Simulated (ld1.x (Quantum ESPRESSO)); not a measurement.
# Before and after: TM potential for tungsten (W)

W, norm-conserving Troullier–Martins (Kleinman–Bylander form), made with ld1.x (Quantum ESPRESSO) 7.5 (PBE, scalar-relativistic). Core [Xe] 4f14, reference 5d4 6s2 6p0. Waves: 6s (bound): rc 2.65 bohr; 6p (bound, empty): rc 2.90 bohr; 5d (bound): rc 1.55 bohr. Local part: all-electron potential smoothed inside 1.40 bohr (lloc = -1). Core correction: Bessel-smoothed model core, default radius (core density twice the valence density).

Change: wave 6s (bound): rc 2.65 bohr becomes 6s (bound): rc 3.48 bohr.

Cutoffs: the cutoffs (Ry, on a coarse ladder) from which the occupation-weighted sum of valence levels, in a spherical-Bessel basis at the reference potential, stays within 10 and 1 mRy of its value at 400 Ry; they do not see the model core or the augmentation charge, which bear on the density cutoff. Errors are all-electron minus pseudo energies relative to the spin-unpolarised reference configuration.

**Question.** How do hardness, ghosts and transferability respond?

**Answer.** The potential gets neither clearly harder nor softer (30 Ry and 45 Ry → 30 Ry and 50 Ry); both files keep a bound ghost (p, s); of the 7 tests that both files solve, the error grows in 5 and shrinks in 1 by more than 15 % and 0.3 meV (median size 14.3 → 35.1 meV).

| quantity | base | changed |
| --- | --- | --- |
| cutoff, loose | 30 Ry | 30 Ry |
| cutoff, tight | 45 Ry | 50 Ry |
| bound ghosts | s, p | s, p |
| error for 5d4 6s1 6p0, meV [ΔE 8.88 eV] | -11 | -9.4 |
| error for 5d4 6s0 6p0, meV [ΔE 24.56 eV] | -52 | -67 |
| error for 5d3 6s0 6p0, meV [ΔE 49.94 eV] | -123 | -265 |
| error for 5d4 6s0 6p2, meV [ΔE 9.26 eV] | -14 | -40 |
| error for 5d4 6s1.5 6p0, meV [ΔE 3.63 eV] | -3.0 | -2.3 |
| error for 5d4 6s1 6p1, meV [ΔE 4.50 eV] | -3.8 | -8.2 |
| error for 5d4 6s0 6p1, meV [ΔE 14.34 eV] | -16 | -35 |

 A true bound ghost makes a file unfit for plane-wave use even where its test errors are small: the radial tests pick states by their node count and pass the ghost by.
